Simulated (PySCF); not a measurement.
Isomers of C5H6O3S, one GFN2-xTB conformer each. Single-point energies are computed at PBE0/pcSseg-1 (PySCF, gas phase, no added dispersion term), electronic only.

Question: Rank them by PBE0/pcSseg-1 energy, lowest first (kJ/mol).
A. `[O:1]=[S:2](=[O:3])([OH:4])[C:5]1=[CH:6][CH:7]=[CH:8][CH2:9]1` with O1–S2–O4–H 135°, O1–S2–C5–C6 -144°
B. `[O:1]=[CH:2][C:3]1=[CH:4][S:5](=[O:6])(=[O:7])[CH2:8][CH2:9]1` with O1–C2–C3–C4 179°, C3–C4–S5–O6 128°, C4–S5–C8–C9 -21°, S5–C8–C9–C3 23°, C2–C3–C9–C8 164°
C. `[O:1]=[CH:2][O:3][C:4]1=[CH:5][S@@:6](=[O:7])[CH2:8][CH2:9]1` with O1–C2–O3–C4 1°, C2–O3–C4–C5 4°, C4–C5–S6–O7 -89°, C5–S6–C8–C9 -28°, S6–C8–C9–C4 30°, O3–C4–C9–C8 162°

Answer: C (0.0), B (63.5), A (69.2).

As drawn, the lowest has a C=O bond and a C(=O)–O unit, which the highest lacks; the highest has an O–H bond, which the lowest lacks. Neighbours under 10 kJ/mol apart (O=CC1=CS(=O)(=O)CC1 and O=S(=O)(O)C1=CC=CC1) can change places with a better method, another conformer or zero-point energy. GFN2-xTB itself gives, in the same order: 0.0, 76.1, 0.2. Both levels put the same isomer lowest; measured from each level's own lowest isomer, the values differ by up to 69.0 kJ/mol (O=S(=O)(O)C1=CC=CC1: 0.2 against 69.2).

Q: Which frontier levels, dipoles and rotational constants go with these structures?

A: 
```json
{"SMILES": "O=COC1=C[S@@](=O)CC1", "HOMO (eV, PBE0/pcSseg-1)": "-6.76", "LUMO (eV)": "-1.20", "dipole (D)": "4.62", "A, B, C (MHz)": "3021, 903.5, 760.6"}
{"SMILES": "O=CC1=CS(=O)(=O)CC1", "HOMO (eV, PBE0/pcSseg-1)": "-8.28", "LUMO (eV)": "-2.76", "dipole (D)": "2.34", "A, B, C (MHz)": "3556, 877.1, 822.6"}
{"SMILES": "O=S(=O)(O)C1=CC=CC1", "HOMO (eV, PBE0/pcSseg-1)": "-7.35", "LUMO (eV)": "-1.73", "dipole (D)": "4.35", "A, B, C (MHz)": "3147, 1033, 931.8"}
```
